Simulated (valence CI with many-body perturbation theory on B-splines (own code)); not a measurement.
## Ladder of approximations for Ce³⁷⁺

Computed by relativistic CI+MBPT: three valence electrons over a frozen Dirac-Fock core [Ar], a basis of 9 s, 9 p, 10 d, 8 f, 5 g, 3 h, 1 i functions for each j, with the one-electron correlation potential Σ1, the two-electron term Σ2, the three-electron term Σ3, Breit, model QED; selected CI, second order for the rest (own B-spline code, finite nucleus).

The last digits are not significant, and no measured levels were compared; by estimate large intervals hold to a few tenths of a per cent, small ones and those within an open d or f shell to about a per cent. Only levels of the ground parity were solved; by the run's estimate the other parity begins above the list, which can be wrong where configurations are misplaced.

Each rung adds one term. CI alone is the Dirac-Coulomb CI over the frozen core; QED comes last and gives the full result, which names the levels. Energies are above (3d3/2^3) J=3/2 on the same rung, in cm⁻¹.

Levels are named by their leading jj configuration (3d3/2^4 stands for four electrons in 3d with j = 3/2), which in mixed levels can hold well under half, so a name can repeat and another be missing. Letters in brackets count levels of one name in rising energy.

| Level | CI alone |
| --- | --- |
| (3d3/2^2 3d5/2) J=5/2 [a] | 139263 |
| (3d3/2^2 3d5/2) J=3/2 | 185538 |
| (3d3/2^2 3d5/2) J=7/2 | 195863 |
| (3d3/2^2 3d5/2) J=9/2 | 207861 |
| (3d3/2^2 3d5/2) J=1/2 | 215148 |
| (3d3/2^2 3d5/2) J=5/2 [b] | 322925 |
| (3d3/2 3d5/2^2) J=7/2 [a] | 340058 |
| (3d3/2 3d5/2^2) J=9/2 | 361586 |
| (3d3/2 3d5/2^2) J=3/2 [a] | 391954 |
| (3d3/2 3d5/2^2) J=1/2 | 408092 |
| (3d3/2 3d5/2^2) J=11/2 | 424466 |
| (3d3/2 3d5/2^2) J=5/2 [a] | 441637 |
| (3d3/2 3d5/2^2) J=5/2 [b] | 464597 |
| (3d3/2 3d5/2^2) J=7/2 [b] | 484434 |
| (3d5/2^3) J=9/2 | 553816 |
| (3d3/2 3d5/2^2) J=3/2 [b] | 556312 |

**Question.** What do these energies become with core correlation, Breit and QED?

**Answer.** (3d3/2^2 3d5/2) J=5/2 [a] 137552 (-1711); (3d3/2^2 3d5/2) J=3/2 181919 (-3619); (3d3/2^2 3d5/2) J=7/2 189734 (-6129); (3d3/2^2 3d5/2) J=9/2 200330 (-7531); (3d3/2^2 3d5/2) J=1/2 209244 (-5904); (3d3/2^2 3d5/2) J=5/2 [b] 314706 (-8219); (3d3/2 3d5/2^2) J=7/2 [a] 333712 (-6346); (3d3/2 3d5/2^2) J=9/2 353276 (-8310); (3d3/2 3d5/2^2) J=3/2 [a] 384092 (-7862); (3d3/2 3d5/2^2) J=1/2 399797 (-8295); (3d3/2 3d5/2^2) J=11/2 413100 (-11366); (3d3/2 3d5/2^2) J=5/2 [a] 429737 (-11900); (3d3/2 3d5/2^2) J=5/2 [b] 453538 (-11059); (3d3/2 3d5/2^2) J=7/2 [b] 470919 (-13515); (3d5/2^3) J=9/2 542757 (-11059); (3d3/2 3d5/2^2) J=3/2 [b] 546462 (-9850).

**Question.** How does the ionisation energy move along the ladder, and which term matters most?

**Answer.** CI alone 2593.6, + Σ1 2596.2, + Σ2 2601.8, + Σ3 2601.8, + Breit 2600.1, + QED 2600.2 eV. The largest step is Σ2, 5.6 eV. NIST lists 2600 ± 4 eV (theoretical).
